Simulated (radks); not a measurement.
Values are calculated unless marked as measured or tabulated.
The table gives one normalised radial function P(r) = r R(r) (large component) of Er11+ in [Kr] 4d10 4f(5/2: 6, 7/2: 2) 5s2 5p(1/2: 1, 3/2: 0) (r in bohr). Code: a radial shooting solver on a logarithmic mesh with Libxc functionals. Model: Dirac Kohn-Sham, BLYP, spin-unpolarised, spherical densities, finite nucleus; Fermi nuclear charge, rms radius 5.2516 fm.

r	P
0.001267	0.0000
0.001452	0.0001
0.001663	0.0001
0.001905	0.0001
0.002165	0.0002
0.002481	0.0002
0.002842	0.0003
0.003256	0.0004
0.003731	0.0006
0.004274	0.0009
0.004897	0.0012
0.00561	0.0017
0.006428	0.0024
0.007364	0.0034
0.008437	0.0049
0.009666	0.0069
0.01107	0.0097
0.01269	0.0136
0.01454	0.0191
0.01665	0.0267
0.01893	0.0365
0.02169	0.0506
0.02484	0.0695
0.02846	0.0948
0.03261	0.1281
0.03736	0.1710
0.0428	0.2253
0.04904	0.2922
0.05618	0.3721
0.06437	0.4639
0.07375	0.5641
0.08449	0.6662
0.0968	0.7599
0.1109	0.8309
0.1271	0.8617
0.1456	0.8333
0.1654	0.7370
0.1895	0.5504
0.2172	0.2766
0.2488	-0.0695
0.285	-0.4565
0.3266	-0.8394
0.3741	-1.1669
0.4286	-1.3925
0.4911	-1.4858
0.5626	-1.4427
0.6446	-1.2846
0.7385	-1.0517
0.8461	-0.7903
0.9694	-0.5425
1.111	-0.3373
1.272	-0.1878
1.446	-0.0966
1.657	-0.0416
1.898	-0.0152
2.175	-0.0047
2.491	-0.0012
2.854	-0.0002
3.27	0.0000
3.747	0.0000

Which n and l does it have? It may be an empty orbital.

Answer. n = 4, l = 2: the number of nodes gives n - l - 1 = 1, the rise at small r points to l (for j = l - 1/2 the large component starts outside the nucleus as r^gamma with gamma = sqrt(l^2 - (Z/c)^2) = 1.94 and the r^(l+1) term takes over further out; the orbital of l - 1 with the same j starts with the same power, but with a larger coefficient, and does not steepen), and the extent must fit the shell. The curve is that of 4d3/2; the two j differ most near the nucleus, where j = l - 1/2 has the larger amplitude, and in heavy atoms j = l - 1/2 is also the more compact. 4d3/2: eigenvalue -378.44 eV, 1 radial node at r = 0.243 bohr, <r> = 0.563 bohr, 90 % of the charge inside 0.841 bohr.
